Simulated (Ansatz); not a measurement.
CH₄CdO₂ (`C[O][Cd][OH]`). The species carries charge 0 and has multiplicity 1. Cd: def2 effective core potential.

Cartesian coordinates in Å:
```
C 0.4113 -0.9509 1.2684
O 0.9179 -0.5479 0.0272
Cd -0.0023 0.7685 -1.0944
O -0.7460 2.1580 -2.2566
H -0.5711 -1.4405 1.1985
H 0.3203 -0.1261 1.9900
H 1.1057 -1.6820 1.6999
H -1.4358 1.8209 -2.8329
```

(1) What are the harmonic wavenumbers in cm⁻¹ at PBE0-D4/def2-TZVP (Ansatz, finite differences of forces, unscaled)? (Best estimate.)

(2) Is this a minimum?

(3) Give the ideal-gas thermochemistry at 298.15 K and 1 bar (rigid rotor, harmonic oscillator; point group C1, symmetry number 1).

(4) And at 400, 500, 600, 800 and 1000 K?

Results:

(1) The calculation gave: 85, 105, 112, 158, 231, 505, 622, 812, 1121, 1169, 1189, 1476, 1489, 1494, 2968, 3014, 3052, 3888.

(2) Yes, all 18 modes are real.

(3) Zero-point energy 140.5 kJ/mol; H(298) − E = 160.6 kJ/mol; entropy 345.4 J/(mol·K), of which translation 172.2, rotation 105.2, vibration 68.0; G(298) − E = 57.6 kJ/mol. Modes under 100 cm⁻¹ are hindered rotations or soft bends, so the harmonic entropy is rough.

(4) 
```json
{"T (K)": "400", "H − E (kJ/mol)": "170.2", "S (J/mol/K)": "373.2", "G − E (kJ/mol)": "21.0"}
{"T (K)": "500", "H − E (kJ/mol)": "180.8", "S (J/mol/K)": "396.7", "G − E (kJ/mol)": "-17.6"}
{"T (K)": "600", "H − E (kJ/mol)": "192.3", "S (J/mol/K)": "417.6", "G − E (kJ/mol)": "-58.3"}
{"T (K)": "800", "H − E (kJ/mol)": "217.4", "S (J/mol/K)": "453.7", "G − E (kJ/mol)": "-145.5"}
{"T (K)": "1000", "H − E (kJ/mol)": "244.9", "S (J/mol/K)": "484.4", "G − E (kJ/mol)": "-239.4"}
```
